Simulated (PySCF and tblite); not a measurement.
Values are calculated unless marked as measured or tabulated.
System: C₇H₈Br (charge +1), numbered as in [CH:1]#[C:2][C@@H:3]1[C+:4]([CH3:5])[CH2:6][C@H:7]1[Br:8].

The path came from a restrained scan, a climbing-image band and a saddle search at GFN2-xTB; energies are PBE0/pcSseg-1 + D3(BJ), IEF-PCM acetone//PBE0-D3(BJ)/def2-SVP, thermal terms GFN2-xTB. Rate constants are transition-state-theory values, counting equivalent paths, without tunnelling. Programs: tblite and PySCF.

The ion is treated without a counter-ion. Spin–orbit effects of heavy atoms on shieldings are missing.

Q: What barrier does the shift of C7 from C6 to C4 meet, and how fast is it at 298 K?

A: The electronic barrier is 14.1 kcal/mol and ΔG‡(298 K) 14.9 kcal/mol, over a C1 saddle with an imaginary mode of 340i cm⁻¹ (GFN2-xTB). With 1 equivalent path, k is 71 s⁻¹, a mean lifetime of the start of 14 ms against this motion. The end lies 6.0 kcal/mol above the start in free energy.
